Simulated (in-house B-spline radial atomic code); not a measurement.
## RPA and G0W0 on BLYP: Si3+

Configuration [Ne] 3s1, highest spin, mean-field start BLYP. Computed with an all-electron radial atomic-structure program (B-spline basis): all electrons, non-relativistic, point nucleus, each spin shell either full or empty, empty states to l = 9 with an (l + 1/2)⁻⁴ tail; G0W0 by contour deformation at full frequency.

Command:
```bash
python run_gw.py task.json out
```
Settings (radii: box in bohr, nucleus in fm):
```
Z                        14
electrons                11
configuration            [Ne] 3s1
hamiltonian              nr
method                   b88,lyp
lmax                     9
spin_polarised           True
box_radius               14.14
intervals                48
ion_configuration        [He] 2s2 2p6
```

Run time, properties included: 1.2 s on 1 thread of Arm Neoverse V2 (shared host).

Energies (hartree):

```tsv
term	value
mean-field total	-287.27101
Hartree-Fock functional on these orbitals	-286.81162
direct second order	-0.73608
second-order exchange	0.27735
SOSEX correction	0.2524
```

(1) What is the RPA correlation energy, and what remains with SOSEX?

Quasi-particle levels (eV):

```
  level  occupied  mean field  Σx - vxc     Σc  QP weight    G0W0
  3s up       yes      -40.35     -4.38      ?          ?       ?
3s down        no      -38.44      7.09  -2.30      0.914  -33.64
```

G0W0 = mean field + (Σx - vxc) + Σc, with Σc (partial-wave tail included) taken at the quasi-particle energy. Only the outer levels were computed. Levels of low weight are left out.

(2) Where does G0W0 put 3s up?

(3) What does it cost to remove one electron (to [He] 2s2 2p6) by differences of total energies, each species on its own start (correlation terms add to the Hartree-Fock functional)?

## Answers

(1) RPA gives -0.65569 hartree (-1.62 eV per electron); RPA + SOSEX gives -0.4033, and the second-order doubles -0.45873 hartree (no singles). SOSEX takes back 38 % of the RPA value.

(2) At -46.00 eV, with Σc = -1.27 eV and a quasi-particle weight of 0.958. The tabulated removal energy is 45.142 eV (NIST, measured); the calculation leaves out relativity, Breit and QED terms, and what these don't explain is the method's own error.

(3) BLYP 45.83 eV, Hartree-Fock functional 44.61 eV, + RPA 45.80 eV, + RPA + SOSEX 45.00 eV, + second order 45.13 eV. Tabulated: 45.142 eV (NIST, measured); the calculation leaves out relativity, Breit and QED terms, and what these don't explain is the method's own error.
